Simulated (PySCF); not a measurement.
# C₆ coefficients of unlike pairs at UHF

Calculated with PySCF 2.14 from the dipole response of each species, C₆(A,B) = (3/π) ∫ α_A(iu) α_B(iu) du, in atomic units, from isotropic polarisabilities. For ions this is the dispersion term alone; charge-induced terms of lower order in 1/R come first.

| species | configuration | basis | relativity | α (bohr³) | C₆ (like pair) |
| --- | --- | --- | --- | --- | --- |
| Re(2+) | [Xe] 4f14 5d5 (6S) | x2c-TZVPPall with one added diffuse shell each of s, p, d, f type (12s8p8d4f1g) | spin-free X2C | 11.06 | 68.29 |
| Zn(2+) | [Ar] 3d10 (1S) | def2-TZVPPD (6s6p4d2f1g) | none | 1.629 | 3.386 |
| Ga | [Ar] 3d10 4s2 4p1 (2P) | x2c-QZVPPall with one added diffuse shell each of s, p, d, f type (12s8p6d5f1g) | spin-free X2C | 57.63 | 509.6 |
| Si(2+) | [Ne] 3s2 (1S) | aug-cc-pVQZ-DK (7s6p4d3f2g) | spin-free X2C | 12.45 | 44.19 |

Q: Estimate C₆ for Zn(2+) with Re(2+).

A: The integral gives 14.01. The combination rule 2 C_A C_B / (C_A α_B/α_A + C_B α_A/α_B) gives 14.00 and the geometric mean 15.21.

No spin-orbit coupling is included.

The other pairs:

```tsv
pair	C₆
Si(2+), Ga	145.4
Ga, Zn(2+)	27.48
Ga, Re(2+)	157.9
Si(2+), Re(2+)	50.98
Si(2+), Zn(2+)	9.178
```
